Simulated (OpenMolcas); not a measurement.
# Sm3+: effect of the metal basis and ligand basis

Sm3+ with 2 ligands (iodide) in linear coordination (D∞h) at 2.83 Å.

```yaml
Program: OpenMolcas 26.06
Method: CASSCF
Spin-orbit_coupling: state interaction with AMFI integrals over the reference wave functions
```

Fixed: active space 5 electrons in 7 orbitals (4f), DKH2 Hamiltonian.

States (labels by Λ). Energies in cm-1 above the lowest state or level, χT in cm3 K/mol.

```
Run   Metal basis  Ligand basis  Ground state  First state of that spin  First gap with spin-orbit (degeneracies)  χT at 300 K                      Cost
  A  ANO-RCC-VDZP  ANO-RCC-VDZP            6Π                   6Σ 12.7                              233.3 (2, 2)        0.293  roughly 120 core-seconds
  B  ANO-RCC-VTZP  ANO-RCC-VTZP            6Σ                    6Π 0.5                              271.7 (2, 2)        0.291    roughly 4 core-minutes
```

Costs are those of the RASSCF and RASSI steps.

High states are left out of the spin-orbit mixing, which shifts the levels that they would mix with. Without dynamic correlation the ligand-field splitting of an f shell can come out too small, at times by half. No measured value stands beside these numbers; the geometry is a model, was not optimised and need not be the one that this ion takes.
